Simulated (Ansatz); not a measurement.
Relaxation of CH₆Cl₂O₂Si₂ (13 atoms, charge 0, multiplicity 1), to a largest force component of 0.02 eV/Å in at most 40 steps.

These are results of RKS PBE/STO-3G in Ansatz, not measurements.

```xyz
13
Properties=species:S:1:pos:R:3:forces:R:3
Si 0.000 0.000 0.000 -0.72 -0.19 0.69
O 0.000 0.000 1.680 1.56 0.32 -1.11
Si -1.315 -0.407 2.644 -1.04 -0.40 0.36
H -2.239 -1.240 1.880 -0.13 0.00 0.13
H -0.851 -1.143 3.816 0.14 0.09 -0.08
H -1.999 0.809 3.073 0.02 0.05 0.02
Cl 2.009 0.000 -0.709 -0.45 0.19 0.30
O -0.791 1.371 -0.559 2.42 1.23 0.39
C -2.151 1.418 -0.965 -0.54 -1.01 -0.02
H -2.769 0.822 -0.261 -0.76 -0.05 -0.09
H -2.502 2.471 -0.964 0.04 0.21 0.01
H -2.247 0.998 -1.988 -0.50 -0.07 -0.36
Cl -1.003 -1.738 -0.709 -0.05 -0.37 -0.25
```

Where does it end, and by what steps?

It converged. The force dipped under the threshold on the way, but the program's further checks kept it going. Limits of this set-up: minimal basis. After 37 steps the energy has fallen by 0.500 eV; H10 moved furthest, 1.46 Å.

```json
{"step": "0", "energy less start (eV)": "0.0000", "largest force component (eV/Å)": "2.422", "accepted": "yes"}
{"step": "2", "energy less start (eV)": "-0.2848", "largest force component (eV/Å)": "0.425", "accepted": "yes"}
{"step": "4", "energy less start (eV)": "-0.3257", "largest force component (eV/Å)": "0.181", "accepted": "yes"}
{"step": "6", "energy less start (eV)": "-0.3414", "largest force component (eV/Å)": "0.124", "accepted": "yes"}
{"step": "8", "energy less start (eV)": "-0.3593", "largest force component (eV/Å)": "0.170", "accepted": "yes"}
{"step": "10", "energy less start (eV)": "-0.3892", "largest force component (eV/Å)": "0.460", "accepted": "yes"}
{"step": "12", "energy less start (eV)": "-0.4295", "largest force component (eV/Å)": "0.423", "accepted": "yes"}
{"step": "14", "energy less start (eV)": "-0.4813", "largest force component (eV/Å)": "0.100", "accepted": "yes"}
{"step": "16", "energy less start (eV)": "-0.4895", "largest force component (eV/Å)": "0.046", "accepted": "yes"}
{"step": "18", "energy less start (eV)": "-0.4943", "largest force component (eV/Å)": "0.097", "accepted": "yes"}
{"step": "20", "energy less start (eV)": "-0.4962", "largest force component (eV/Å)": "0.020", "accepted": "yes"}
{"step": "22", "energy less start (eV)": "-0.4968", "largest force component (eV/Å)": "0.057", "accepted": "yes"}
{"step": "24", "energy less start (eV)": "-0.4974", "largest force component (eV/Å)": "0.051", "accepted": "yes"}
{"step": "26", "energy less start (eV)": "-0.4978", "largest force component (eV/Å)": "0.068", "accepted": "no"}
{"step": "28", "energy less start (eV)": "-0.4985", "largest force component (eV/Å)": "0.020", "accepted": "yes"}
{"step": "30", "energy less start (eV)": "-0.4989", "largest force component (eV/Å)": "0.027", "accepted": "yes"}
{"step": "32", "energy less start (eV)": "-0.4993", "largest force component (eV/Å)": "0.062", "accepted": "yes"}
{"step": "34", "energy less start (eV)": "-0.4997", "largest force component (eV/Å)": "0.014", "accepted": "yes"}
{"step": "36", "energy less start (eV)": "-0.4997", "largest force component (eV/Å)": "0.079", "accepted": "no"}
{"step": "37", "energy less start (eV)": "-0.5000", "largest force component (eV/Å)": "0.015", "accepted": "yes"}
```

```xyz
13
Properties=species:S:1:pos:R:3
Si -0.552 -0.091 0.147
O 0.018 -0.271 1.705
Si -1.098 -0.623 2.983
H -1.653 -1.966 2.831
H -0.298 -0.535 4.195
H -2.185 0.353 3.020
Cl 1.168 -0.037 -1.098
O -1.427 1.373 0.046
C -1.910 1.648 -1.326
H -2.590 0.847 -1.708
H -2.482 2.601 -1.273
H -1.073 1.777 -2.054
Cl -1.776 -1.717 -0.530
```

Whether the end is a true minimum wasn't checked by a vibrational analysis.

Run time: 95 s on 1 thread of Intel(R) Xeon(R) 6975P-C (Granite Rapids), on a shared host, peak memory 0.17 GiB.
